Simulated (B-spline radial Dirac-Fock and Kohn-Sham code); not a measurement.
**Satellites and hypersatellites of the K lines of Te³⁺**

System: tellurium as Te³⁺, [Kr] 4d10 5s2 5p1, inside a Watson sphere of charge -3 and radius 1.6 Å (a model of the Madelung potential; inside it an electron's potential energy is raised by 27.0 eV).

Input of the calculation (task.json; shells as n, l, electrons):

```json
{"items": [{
  "Z": 52,
  "q": 3,
  "cfg": [[1, 0, 2], [2, 0, 2], [2, 1, 6], [3, 0, 2], [3, 1, 6], [3, 2, 10], [4, 0, 2], [4, 1, 6], [4, 2, 10], [5, 0, 2], [5, 1, 1]],
  "A": 130,
  "rrms": 4.7423,
  "watson": [-3, 1.6],
  "do": ["binding", "quiet", "double"]
}]}
```

Command: `python xray_run.py task.json out`

Level of theory: Dirac-Fock ΔSCF + Breit + QED; an atomic code on a B-spline grid. Each two-hole energy is an average over J within one jj subconfiguration, not an observable level; in light atoms, where LS coupling holds, the j-resolved values are not observed lines, and for a K spectator the Kα1 hypersatellite is nearly forbidden. Correlation energy is missing from these numbers.

Lines without a spectator: Kα2 (K-L2) 27199.7 eV, Kα1 (K-L3) 27470.6 eV, Kβ3 (K-M2) 30940.1 eV, Kβ1 (K-M3) 30991.7 eV. Shifts in eV with one spectator hole (a dash: not computed, or left out as unreliable):

| spectator hole | Kα2 | Kα1 | Kβ3 | Kβ1 |
| --- | --- | --- | --- | --- |
| K (1s) | +605.5 | +626.6 | +773.8 | +778.3 |
| L2 (2p1/2) | +67.7 | +85.9 | – | +180.1 |
| L3 (2p3/2) | +64.8 | +65.5 | +157.4 | – |
| M2 (3p1/2) | – | +10.24 | +22.72 | +27.51 |
| M3 (3p3/2) | +7.35 | – | +22.99 | +22.48 |
| M4 (3d3/2) | +1.46 | -1.33 | – | – |
| M5 (3d5/2) | -1.89 | +0.21 | – | – |
